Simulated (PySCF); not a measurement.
Species: C₄H₁₁N₃P₂.
Bonds: C1–N2, N2–C3, C3–C4 (double), C4–N5, N5–C6, N5–P7, P7–N8 (double), P7–P9, N2–P7. Hydrogens: H10, H11, H12 on C1; H13 on C3; H14 on C4; H15, H16, H17 on C6; H18 on N8; H19, H20 on P9.

Level: PBE0/pcSseg-1 in PySCF, non-relativistic, on one gas-phase PBE0-D3(BJ)/def2-SVP geometry that isn't relaxed in the solvent. The solvent is an IEF-PCM continuum (van der Waals radii × 1.2). The model holds no explicit solvent molecules, cavitation or dispersion.

Gas phase at PBE0/pcSseg-1: HOMO -5.24 eV, LUMO 0.34 eV, dipole 3.51 D.

Question: What does the continuum do to the energy, the frontier levels and the dipole at PBE0/pcSseg-1 in chloroform?

Answer: 
| solvent | ε | E(solvent) − E(gas) (kcal/mol) | polarisation term (kcal/mol) | distortion of the solute (kcal/mol) | HOMO (eV) | LUMO (eV) | dipole (D) |
| --- | --- | --- | --- | --- | --- | --- | --- |
| chloroform | 4.711 | -6.54 | -7.35 | 0.81 | -5.20 | 0.36 | 4.44 |

The polarisation term is half the interaction of the solute with the surface charges that it induces; the rest is the cost of distorting the solute's density. The sum is the electrostatic part of solvation alone.

Question: Which radius a makes the point-dipole formula ΔE = −[(ε − 1)/(2ε + 1)]·μ²/a³ give the value in chloroform, with the gas-phase dipole?

Answer: μ = 1.382 au and |ΔE| = 0.01043 Eh give a = 2.13 Å; the farthest nucleus lies 3.43 Å from the centroid of the nuclei, so such a sphere wouldn't even hold the nuclei. The formula assumes a rigid point dipole at the centre of a sphere.

Question: Which Hirshfeld charges (PBE0/pcSseg-1) respond most in chloroform (means over atoms taken as equivalent)?

Answer: 
```tsv
atoms	environment	gas (e)	solvent (e)	change
N8	nitrogen bonded to P and H	-0.404	-0.437	-0.033
P9	three-coordinate phosphorus	+0.021	+0.005	-0.016
H19/H20	P–H hydrogen	-0.012	-0.005	+0.007
H13/H14	vinylic hydrogen	+0.057	+0.064	+0.007
H10 (×6)	methyl hydrogen	+0.045	+0.048	+0.003
C3/C4	vinylic carbon bearing nitrogen	-0.052	-0.054	-0.002
P7	phosphorus bonded to 3 N and P	+0.380	+0.382	+0.002
C1/C6	N-methyl carbon	-0.064	-0.063	+0.001
H18	N–H hydrogen	+0.090	+0.091	+0.001
N2/N5	nitrogen bonded to 2 C and P	-0.108	-0.108	0.000
```

Question: How do the nuclear quadrupole coupling constants eQVzz/h respond in chloroform?

Answer: 
```tsv
nucleus	Q (barn)	gas (MHz)	solvent (MHz)	η gas	η solvent
14N at N2	0.02044	-4.86	-4.80	0.17	0.14
14N at N5	0.02044	-4.90	-4.85	0.17	0.14
14N at N8	0.02044	2.81	2.82	0.18	0.20
```

Time: 60 s; peak memory 1.3 GiB. Hardware: an Arm Neoverse V1 with one thread, shared host with 32 logical CPUs at a one-minute load of 28. This is the whole shielding run at PBE0/pcSseg-1 in chloroform, SCF included.
